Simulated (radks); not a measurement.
Results of a calculation; reference values are marked as such.
Q: All-electron atom: Er XV in [Kr] 4d10 4f7 5s1. Code: a radial shooting solver on a logarithmic mesh with Libxc functionals. Model: Dirac Kohn-Sham, LDA (Slater exchange, Perdew-Wang correlation), spin-unpolarised, spherical densities, finite nucleus; open shells are shared between the two j in proportion to 2j + 1; Fermi nuclear charge, rms radius 5.2516 fm. Some entries of the table are withheld. Estimate them.

orbital,occ.,eigenvalue (hartree),r(max) (bohr)
1s1/2,2,-2114.838,0.01287
2s1/2,2,-364.4246,0.07347
2p1/2,2,-347.8133,0.05513
2p3/2,4,-314.1562,0.06135
3s1/2,2,-90.31022,0.2076
3p1/2,2,(1),0.1951
3p3/2,4,(2),0.2081
3d3/2,4,-63.33834,0.1641
3d5/2,6,-61.79198,0.1678
4s1/2,2,-26.42146,0.4721
4p1/2,2,-23.47450,0.4734
4p3/2,4,-21.81346,0.5003
4d3/2,4,(3),0.4997
4d5/2,6,(4),0.5081
5s1/2,1,-10.86879,1.001
4f5/2,3,-10.54958,0.4729
4f7/2,4,-10.49062,0.4767
5p1/2,0,-9.79921,1.044
5p3/2,0,-9.37961,1.093
6s1/2,0,-5.99166,(5)

A: 
(1) 3p1/2 eigenvalue (hartree): -82.99282
(2) 3p3/2 eigenvalue (hartree): -75.92201
(3) 4d3/2 eigenvalue (hartree): -16.91891
(4) 4d5/2 eigenvalue (hartree): -16.60506
(5) 6s1/2 r(max) (bohr): 1.831
